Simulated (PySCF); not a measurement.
The dipole of `C=C[C@H]1C[SiH2]1` from its density and from atomic charges.

Coordinates (PBE0-D3(BJ)/def2-SVP, Å) and charges (e) from the PBE0/pcSseg-1 density (PySCF):

```
atom       x       y       z  Mulliken      IAO  Hirshfeld  ESP-fitted
  C1   1.858   0.315  -0.711   -0.1982  -0.3492    -0.1223     -0.4887
  C2   1.221   0.273   0.465   -0.1554  -0.1239    -0.0426     -0.0872
  C3  -0.235   0.356   0.696   -0.4295  -0.3491    -0.1071     -0.1394
  C4  -1.212   0.508  -0.471   -0.4068  -0.5170    -0.1631     -0.3681
 Si5  -1.297  -1.163   0.339   +0.5001  +0.6306    +0.2976     +0.1056
  H6   2.944   0.211  -0.764   +0.1202  +0.1482    +0.0418     +0.1821
  H7   1.330   0.453  -1.659   +0.1139  +0.1338    +0.0374     +0.2102
  H8   1.817   0.134   1.374   +0.1079  +0.1448    +0.0446     +0.1274
  H9  -0.511   0.900   1.608   +0.1561  +0.1560    +0.0460     +0.1391
 H10  -2.044   1.201  -0.308   +0.1576  +0.1594    +0.0476     +0.1560
 H11  -0.781   0.602  -1.473   +0.1570  +0.1535    +0.0442     +0.1393
 H12  -0.629  -2.316  -0.311   -0.0541  -0.0889    -0.0601     +0.0259
 H13  -2.453  -1.482   1.215   -0.0688  -0.0981    -0.0640     -0.0023
```

Question: What dipole does each set of charges give (1 e·Å = 4.803 D), and what does the density give?

Answer: The full density gives (-0.65, -0.25, 0.34) D, 0.78 D in size; dipole vectors point from the negative to the positive end.

```
    scheme     μx     μy     μz  size (D)  share of the full size (%)  angle to the full dipole (°)
  Mulliken  -1.12  -1.46  -0.47      1.89                         244                            50
       IAO  -1.25  -1.81   0.73      2.32                         299                            32
 Hirshfeld  -0.71  -0.61   0.35      1.00                         129                            18
ESP-fitted  -0.65  -0.22   0.32      0.75                          97                             2
```

Question: Which set comes closest?

Answer: Length of the difference vector: ESP-fitted 0.04 D, Hirshfeld 0.36 D, Mulliken 1.52 D, IAO 1.72 D. Closest: ESP-fitted. ESP charges are fitted to the potential around the molecule, whose slowest-falling term is the dipole's. 

Question: What is left for the Hirshfeld atoms' own dipoles?

Answer: The Hirshfeld atoms' densities add up to the full density, so μ = Σ q r + Σ (atomic dipoles). The atomic dipoles sum to (-0.65, -0.25, 0.34) − (-0.71, -0.61, 0.35) = (0.06, 0.36, -0.01) D, 0.36 D in size.

Question: With the origin at the mean of the coordinates, (0.001, -0.001, 0.000) Å, which are the largest single terms, by size, of the Mulliken dipole along the direction of the full one?

Answer: Si5 +3.88, C1 +1.88, H6 -1.66, C4 -1.27, H7 -1.09 D; all 13 atoms together +1.21 D. The single terms depend on the origin, their sum doesn't.

Question: Give the size of the full dipole in other units.

Answer: 0.78 D = 0.305 au = 0.161 e·Å = 2.59 × 10⁻³⁰ C·m.

One conformer (not necessarily the lowest) at the PBE0-D3(BJ)/def2-SVP geometry, without solvent, vibrations or thermal averaging.

Conformer computed: `[CH2:1]=[CH:2][C@H:3]1[CH2:4][SiH2:5]1`: C1–C2–C3–C4 0°.
